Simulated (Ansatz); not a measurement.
Gas-phase electronic energies from Ansatz, PBE0-D4/def2-TZVP geometries. CCSD(T)/CBS is the MP2 limit (def2-TZVPP, def2-QZVPP) plus CCSD(T) − MP2 in def2-TZVPP, frozen cores. This one scheme is used for every species. DFT in def2-TZVPP. One conformer a species, not always the lowest.

Consider the formal hydrolysis of a C–B bond: `NC(O)BF` + H₂O → `NC(O)O` + `BF`.

`NC(O)BF`:

Cartesian coordinates in Å:
```
N -0.566 0.740 0.799
C -0.196 0.105 -0.469
O -1.201 -0.781 -0.872
B 1.139 -0.647 -0.130
F 2.297 -0.043 -0.359
H -0.483 0.111 1.591
H -0.049 1.589 0.980
H -0.054 0.921 -1.192
H -2.038 -0.306 -0.814
H 1.152 -1.688 0.465
```

H₂O:

```xyz
3

O    -0.190   -0.204   -0.271
H     0.530    0.415   -0.405
H    -0.340   -0.211    0.676
```

`NC(O)O`:

```xyz
9

N    -0.584    0.851   -0.559
C     0.304   -0.083    0.065
O    -0.054   -1.330   -0.459
O     0.166   -0.019    1.447
H    -0.660    0.663   -1.550
H    -0.260    1.798   -0.421
H     1.375    0.106   -0.111
H     0.497   -1.988   -0.027
H    -0.785    0.002    1.614
```

`BF`:

Z-matrix (Å, degrees):
```
B
F 1 1.317
H 1 1.197 2 117.8
H 1 1.198 2 117.8 3 -180.0
```

CCSD(T)/CBS gives +5.6 kcal/mol.

Q: Another level gave +4.3 kcal/mol. Which?
A. PBE-D4/def2-TZVPP
B. PBE0-D4/def2-TZVPP
C. ωB97M-V/def2-TZVPP
D. HF/def2-TZVPP

A: C. ωB97M-V 4.3, PBE0-D4 5.4, HF/def2-TZVPP -0.5, PBE-D4 6.6 kcal/mol.

Largest T1 diagnostic among the species: 0.013.

The D4 term adds +0.8 kcal/mol with B3LYP and +0.4 kcal/mol with PBE0; it sums over pairs of atoms, weighted by their polarisabilities, and B3LYP, whose exchange is more repulsive, gets the larger term. From PBE to PBE0 (25 % exact exchange), in def2-TZVPP and without D4, ΔE moves by −1.2 kcal/mol. In def2-TZVPP, CCSD(T) changes the Hartree–Fock value by +4.7 kcal/mol (the triples alone add +0.4 kcal/mol) and MP2 by +5.3 kcal/mol.

B3LYP here is the variant with VWN-RPA as its local correlation; programs differ in this.
